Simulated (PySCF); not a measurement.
H3Sn, SMILES [SnH3-], charge -1.

Coordinates come from a B3LYP-D3(BJ)/def2-TZVPD optimisation. The def2 effective core potentials stand for the cores of Sn; spin–orbit coupling is left out.

Two levels are set side by side: PBE/def2-TZVPD (PySCF) and PBE0/def2-TZVPD (PySCF). Same geometry, gas phase. Differences are taken from unrounded values.

```tsv
quantity	PBE0	PBE	PBE minus PBE0
orbital gap (eV)	4.49	3.16	-1.33
highest occupied level (eV)	-0.40	0.44	0.84
lowest empty level (eV)	4.09	3.61	-0.49
mean polarisability (bohr³)	90.4	95.2	4.8
```

Without exact exchange PBE keeps part of each electron's self-repulsion, which lifts occupied levels and narrows the gap. PBE's more diffuse valence density responds more strongly to a field. Differences between two approximate levels are no errors against the true value.

Rough cost on one machine, each run with all the roots and properties that it gave: PBE0 against PBE within a factor of 2.
